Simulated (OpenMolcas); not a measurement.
## Mn3+ in Cs2NaYCl6: curves along the breathing mode

Mn3+ with its 6 nearest chloride ions, on the Y site of Cs2NaYCl6 (a = 10.7396 Å, distance in the model lattice 2.619 Å). The rest of the host is ab initio model potentials to 7.6 Å, with orthogonalisation functions on the cations behind the ligands, and point charges beyond; the distance is set by hand and nothing relaxes. Ligand basis ANO-RCC-VDZP.

| Item | Value |
| --- | --- |
| Program | OpenMolcas |
| Method | SS-CASPT2, IPEA 0.25 Eh, imaginary shift 0.1 Eh (closed shells correlated: 3s 3p and the ligand valence shells) |
| Basis | ANO-RCC-VDZP [5s4p2d1f] |
| Scalar Hamiltonian | DKH2, point nucleus |
| Active space | 4 electrons in 5 orbitals (3d) |
| State averaging | 2S+1 = 5 even, 5 roots; 2S+1 = 3 even, 45 roots; 2S+1 = 1 even, 50 roots |
| Spin-orbit coupling | RASSI with atomic mean-field integrals over the reference wave functions |

Spin-free energies (labels of O, the rotations of Oh) in cm-1 above the lowest fitted minimum, as all ligands move together:

```
R (Å)     5E    3T1    5T2    1T2     3E     1E  3T1(2)
2.316    110   4710  16500  11510  14910  12830   16120
2.371    370   6400  15280  13260  15420  14420   16590
2.425   2310   9540  15980  16420  17540  17400   18750
 2.48   5730  13920  18310  20790  21060  21640   22080
2.535  10380  19280  22040  26080  25750  26850   26740
2.589  15970  25390  26860  31850  31310  32810   32310
2.644  22580  32370  32780  38700  37830  39560   38780
```

Cubic fits give the following; the wavenumber is harmonic, with the mass of all moving ligands, small differences in it between states hang on the degree of the fit, a number in brackets counts states of one label, and the table is a selection of at most 14 states with clean curves.

```json
{"State": "5E", "R0 (Å)": "2.334", "Breathing mode (cm-1)": "308", "Minimum (cm-1)": "0"}
{"State": "5T2", "R0 (Å)": "2.377", "Breathing mode (cm-1)": "312", "Minimum (cm-1)": "15290"}
{"State": "3E", "R0 (Å)": "2.326", "Breathing mode (cm-1)": "304", "Minimum (cm-1)": "14880"}
{"State": "3T1(2)", "R0 (Å)": "2.326", "Breathing mode (cm-1)": "299", "Minimum (cm-1)": "16080"}
{"State": "3T2", "R0 (Å)": "2.326", "Breathing mode (cm-1)": "303", "Minimum (cm-1)": "16970"}
{"State": "3A2", "R0 (Å)": "2.331", "Breathing mode (cm-1)": "304", "Minimum (cm-1)": "18480"}
{"State": "3A1", "R0 (Å)": "2.326", "Breathing mode (cm-1)": "305", "Minimum (cm-1)": "18440"}
{"State": "3E(2)", "R0 (Å)": "2.324", "Breathing mode (cm-1)": "303", "Minimum (cm-1)": "21230"}
{"State": "1T2(2)", "R0 (Å)": "2.326", "Breathing mode (cm-1)": "301", "Minimum (cm-1)": "22220"}
{"State": "1A2", "R0 (Å)": "2.325", "Breathing mode (cm-1)": "301", "Minimum (cm-1)": "22620"}
```

The minimum of 5T2 is shifted by +0.0427 Å against 5E (from the unrounded fits). With M = 212.7 u for the moving shell, the Huang-Rhys factor in this mode is S = M ω ΔR² / 2ħ = 0.01483 × 212.7 × 308 × 0.0427² = 1.77. Only the first shell moves, against a rigid host.

Roots that are degenerate in the reference are averaged as groups; the widest CASPT2 spread within a group is 1200 cm-1 (the 2-fold group of multiplicity 1 near 71700 cm-1 above the lowest state of its run, R = 2.644). Shifts and gaps below about the spread of the groups concerned are not significant. Over all roots computed the reference weight is 0.63 to 0.67 in R = 2.316, 0.63 to 0.67 in R = 2.371, 0.63 to 0.67 in R = 2.425, 0.63 to 0.67 in R = 2.48, 0.63 to 0.67 in R = 2.535, 0.63 to 0.67 in R = 2.589, 0.62 to 0.67 in R = 2.644; a low but even weight reflects the number of correlated electrons. An orbital doublet at a regular site is open to a Jahn-Teller distortion, which this geometry leaves out. This shell can be high or low spin here, a state of another spin lies low, and with metal d orbitals alone active their balance is uncertain, so the ground spin may be wrong. Ligand-to-metal charge-transfer states are missing. With no ligand orbital active B as a rule stays too high, so bands that hang on it stand too high and its fall with covalency is understated. With one d shell and no ligand orbital active, 10Dq can be off by a tenth or more. These CASPT2 states fit no ligand-field parameters well, so their order and spin gaps are uncertain (holds for R = 2.316; R = 2.371; R = 2.425; R = 2.48; R = 2.535; R = 2.589). Free-ion shares, where given, are those of the reference states; single-state CASPT2 does not remix them (holds for R = 2.644). No measured value stands beside these numbers.
